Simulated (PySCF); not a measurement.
Bonds: C1-C2, C2-C3, C3-C4, C4-C5, C5-C6, C6-C7, C7-N8, C6-C2. C1 carries H9, H10; C3 carries H11, H12; C4 carries H13, H14; C5 carries H15, H16; C6 carries H17; C7 carries H18; N8 carries H19.

Gas phase, one conformer, non-relativistic. PBE0/pcSseg-1 with gauge-including orbitals; GFN2-xTB geometry; PySCF 2.14.0 with density-fitted response routines.

References, each an isolated molecule treated in the same way: ¹³C (σ = 186.93 ppm), ¹H (σ = 31.72 ppm) vs TMS; NH3 for ¹⁵N (σ = 267.73 ppm).

```
atoms  nucleus  count  Hirshfeld charge  δ (ppm)
  H17       ¹H      1              0.04     2.77
  H13       ¹H      1              0.04     1.85
   C3      ¹³C      1             -0.07        ?
   C1      ¹³C      1             -0.12        ?
  H12       ¹H      1              0.04     2.50
   C2      ¹³C      1              0.01    159.6
   H9       ¹H      1              0.04     5.39
   N8      ¹⁵N      1             -0.24    339.4
   C5      ¹³C      1             -0.07     33.3
   C7      ¹³C      1              0.05        ?
  H14       ¹H      1              0.04     1.86
  H15       ¹H      1              0.04        ?
   C4      ¹³C      1             -0.07        ?
  H16       ¹H      1              0.04     1.90
  H11       ¹H      1              0.05     2.58
  H19       ¹H      1              0.10    10.02
  H10       ¹H      1              0.05     5.60
  H18       ¹H      1              0.04        ?
   C6      ¹³C      1             -0.03     61.0
```

Q: Complete the table.

A: 
- C7: 176.0 ppm, carbon bonded to C, N, H
- C1: 117.8 ppm, carbon bonded to C, 2 H
- C3: 36.8 ppm, carbon bonded to 2 C, 2 H
- C4: 28.5 ppm, carbon bonded to 2 C, 2 H
- H18: 7.49 ppm, hydrogen on a carbon bonded to C, N
- H15: 1.90 ppm, hydrogen on a carbon bonded to 2 C

The OH or NH signal is concentration- and solvent-dependent in practice; the value given is the gas-phase one. Shifts are as computed. Against solution values, carbons near 30 ppm lie about +3 ppm off and those near 130 ppm about +5 ppm. Of 1211 compounds with measured shifts, 218 miss one by over three times the rms of a fit or turn the order of signals round; such compounds aren't used in these exercises. Experimental scales use liquid or dissolved standards, which lie at an offset from isolated NH3 (liquid NH3: subtract about 20 ppm). Unscaled 15N shifts of sp2 nitrogen come out 20 to 40 ppm too high even then.
